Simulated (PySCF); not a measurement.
# Partial charges of `FCc1nc[nH]n1`

Compound: C3H4FN3.
Geometry (GFN2-xTB, Å), atoms numbered from 1 in this order:
```xyz
11
C3H4FN3 angstrom
F     -2.403    0.637    0.887
C     -1.828   -0.167   -0.070
C     -0.346   -0.042   -0.044
N      0.452   -0.866    0.676
C      1.657   -0.420    0.441
N      1.597    0.634   -0.396
N      0.323    0.877   -0.709
H     -2.224    0.160   -1.036
H     -2.121   -1.195    0.159
H      2.564   -0.823    0.841
H      2.334    1.207   -0.776
```

Density: PBE0/pcSseg-1 (PySCF); schemes: Mulliken, IAO, Hirshfeld and ESP-fitted. Isolated species at its GFN2-xTB geometry (one conformer only).

Question: Atoms with like bonding are taken together and averaged. For which atoms does the sign change between the 4 schemes (beyond +0.03 e in one, beyond −0.03 e in another)?

Answer: C2.

Question: At which atom do the 4 schemes differ most?

Answer: At C3: from +0.068 (Hirshfeld) to +0.693 e (ESP-fitted), 0.625 e apart.

Question: Give the atomic charges in each scheme.

Answer: In e; atoms taken as equivalent share a row and are averaged (×n: the atom named and its like, n in all):

```
 atom                          environment  Mulliken     IAO  Hirshfeld  ESP-fitted
   F1                       alkyl fluorine    -0.340  -0.323     -0.129      -0.185
   C2                       sp3 C–F carbon    +0.308  +0.026     +0.023      -0.158
   C3          substituted aromatic carbon    +0.107  +0.168     +0.068      +0.693
   N4               pyridine-type nitrogen    -0.427  -0.339     -0.206      -0.619
   C5  aromatic CH next to a ring nitrogen    +0.285  +0.039     +0.054      +0.200
   N6                pyrrole-type nitrogen    -0.226  -0.129     -0.011      -0.084
   N7               pyridine-type nitrogen    -0.249  -0.248     -0.149      -0.521
H8/H9                   methylene hydrogen    +0.114  +0.158     +0.052      +0.119
  H10                    aromatic hydrogen    +0.108  +0.180     +0.077      +0.123
  H11                         N–H hydrogen    +0.205  +0.311     +0.170      +0.314
```

Mean size of the charges over all atoms: ESP-fitted 0.285 e, Mulliken 0.226 e, IAO 0.189 e, Hirshfeld 0.090 e. Each set sums to the total charge, 0, to within 0.001 e. The ESP scheme fits charges at the nuclei, held to the total charge, to the electrostatic potential on points at 1.4 to 2.0 times the van der Waals radii.

Question: How many electrons does the Mulliken scheme count on C3?

Answer: Z − q = 6 − (+0.107) = 5.893.

Question: How closely do the schemes follow one another over all atoms?

Answer: Correlation coefficient and root-mean-square difference: IAO with Hirshfeld 0.96, 0.114 e; Mulliken with Hirshfeld 0.86, 0.164 e; Mulliken with IAO 0.86, 0.128 e; Hirshfeld with ESP-fitted 0.85, 0.269 e; IAO with ESP-fitted 0.82, 0.216 e; Mulliken with ESP-fitted 0.68, 0.258 e.

The run behind these numbers computed NMR shieldings as well. Time: 21 s wall; peak memory 0.65 GiB. Hardware: an Arm Neoverse N1 with one thread, no GPU (shared host).
